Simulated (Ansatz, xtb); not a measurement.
**Relative energy of two isomers of C5H6FNO**

Structure X is `N#C[C@@H]1CO[C@@H](F)C1`, a singlet and structure Y is `N#C[C@@H]1CC[C@H](F)O1`, a singlet. Both are isolated molecules in the gas phase, relaxed with PBE-D3(BJ)/def2-SVP, each in the lowest conformer that the search found.

X (Å):

```xyz
14

C    -1.8614   -0.2325   -2.9388
C    -0.8101   -0.2539   -1.9292
C     0.4826   -0.9887   -2.3753
C     0.2428   -1.2548   -0.0821
C    -1.1597   -1.0148   -0.6303
F     0.6826   -0.0840    0.5447
N    -2.6989   -0.2314   -3.7579
O     1.0444   -1.5423   -1.1781
H    -0.5591    0.7937   -1.6589
H     0.2529   -1.8140   -3.0834
H     1.2092   -0.3022   -2.8548
H     0.3400   -2.0763    0.6581
H    -1.8002   -0.4393    0.0622
H    -1.6500   -1.9817   -0.8617
```

Y (Å):

```yaml
atoms:
  - { symbol: C, position_ang: [-1.6688, -0.2237, -1.3557] }
  - { symbol: C, position_ang: [-0.2088, -0.0502, -1.3958] }
  - { symbol: C, position_ang: [0.4807, -0.9032, -2.4925] }
  - { symbol: C, position_ang: [1.7710, -1.3365, -1.7856] }
  - { symbol: C, position_ang: [1.2754, -1.4950, -0.3523] }
  - { symbol: F, position_ang: [0.6198, -2.7172, -0.2288] }
  - { symbol: N, position_ang: [-2.8317, -0.3567, -1.3372] }
  - { symbol: O, position_ang: [0.3842, -0.4425, -0.1395] }
  - { symbol: H, position_ang: [-0.0018, 1.0348, -1.5348] }
  - { symbol: H, position_ang: [-0.1416, -1.7867, -2.7300] }
  - { symbol: H, position_ang: [0.6432, -0.3280, -3.4224] }
  - { symbol: H, position_ang: [2.5417, -0.5397, -1.8207] }
  - { symbol: H, position_ang: [2.2063, -2.2709, -2.1858] }
  - { symbol: H, position_ang: [2.0476, -1.4505, 0.4440] }
```

Quicker runs give these differences E(Y) − E(X): GFN2-xTB +0.083 eV; HF/STO-3G −0.003 eV (at GFN2-xTB geometries); r2SCAN-D4/def2-SVP +0.036 eV (at GFN2-xTB geometries).

Task: Estimate which is lower in electronic energy at CCSD(T)/def2-SVP + ΔMP2/def2-TZVPP, and by roughly how much.

Result: The CCSD(T)/def2-SVP + ΔMP2/def2-TZVPP calculation puts structure X lower, by 0.073 eV.

Level by level:

```
                             level             geometry  E(Y) − E(X) (eV)  departure from the last row (eV)  job, with rough time for the two
                          GFN2-xTB             GFN2-xTB              +0.083                            +0.010              optimisation, 0.23 s
                         HF/STO-3G             GFN2-xTB              −0.003                            −0.077              single point, 0.61 s
                r2SCAN-D4/def2-SVP             GFN2-xTB              +0.036                            −0.037               single point, 7.8 s
               PBE-D3(BJ)/def2-SVP  PBE-D3(BJ)/def2-SVP              +0.075                            +0.001                optimisation, 70 s
                       HF/def2-SVP  PBE-D3(BJ)/def2-SVP              +0.104                            +0.031           part of the CCSD(T) run
                      MP2/def2-SVP  PBE-D3(BJ)/def2-SVP              +0.077                            +0.004           part of the CCSD(T) run
                  CCSD(T)/def2-SVP  PBE-D3(BJ)/def2-SVP              +0.070                            −0.003                      single point
CCSD(T)/def2-SVP + ΔMP2/def2-TZVPP  PBE-D3(BJ)/def2-SVP              +0.073                                               single point, 3.2 min
```

As drawn, both hold the same kinds of bond in the same numbers.

HF/STO-3G finds them nearly level. The largest departure from CCSD(T)/def2-SVP + ΔMP2/def2-TZVPP is that of HF/STO-3G, 0.077 eV. No reliable frequencies are at hand for X, so it isn't confirmed as a minimum. The last row adds to CCSD(T) the change of the MP2 difference between the two basis sets, here +0.003 eV.

The correlated steps freeze 8 core orbitals. Run with Ansatz 0.2.0, xtb 6.7.1; the last row on 2 threads of Arm Neoverse V2 on a shared host.
